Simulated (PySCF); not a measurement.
Problem. What does the PBE0-D3(BJ)/def2-SVP structure of InChI=1S/C7H14O/c1-5-7(4)8-6(2)3/h5-7H,1H2,2-4H3/t7-/m1/s1 look like in three dimensions?

Solution. 
```
atom  x, y, z in Å
C1     2.7988   -0.8325    0.8982
C2     2.1144   -0.5079   -0.1985
C3     1.2534    0.7164   -0.3447
C4     1.7999    1.6647   -1.3962
O5    -0.0498    0.3693   -0.7559
C6    -0.8560   -0.2838    0.2066
C7    -1.4556    0.7154    1.1853
C8    -1.9190   -1.0448   -0.5596
H9     2.7619   -0.2078    1.7974
H10    3.4263   -1.7268    0.9415
H11    2.1567   -1.1499   -1.0881
H12    1.2263    1.2422    0.6312
H13    1.1398    2.5396   -1.4875
H14    1.8360    1.1618   -2.3745
H15    2.8127    2.0009   -1.1332
H16   -0.2349   -1.0087    0.7693
H17   -0.6764    1.2585    1.7411
H18   -2.0947    0.2067    1.9229
H19   -2.0663    1.4537    0.6427
H20   -1.4517   -1.7495   -1.2622
H21   -2.5716   -1.6073    0.1244
H22   -2.5410   -0.3458   -1.1402
```

Orientation and origin are arbitrary. Atoms count from 1 in this order. The 5 C–C bonds span 1.333 Å (C1=C2, drawn double) to 1.522 Å (C6–C7, drawn single), a spread of 0.189 Å. Of the pairs four or more bonds apart, C2···H16 is among the closest relative to their van der Waals radii: 2.59 Å, 89 % of the sum of Bondi's values.

Bonds between heavy atoms (Å): C1=C2 1.333, C2–C3 1.504, C3–C4 1.518, C3–O5 1.410, O5–C6 1.415, C6–C7 1.522, C6–C8 1.515.

Computed, not measured: PySCF 2.14.0, PBE0-D3(BJ)/def2-SVP geometry optimisation, gas phase.

Point group: C1 (no symmetry element, even within 0.4 Å). PBE0-D3(BJ)/def2-SVP frequencies: not computed here. One conformer, not necessarily the lowest (C1–C2–C3–C4 115°, C2–C3–O5–C6 71°, C3–O5–C6–C7 80°).
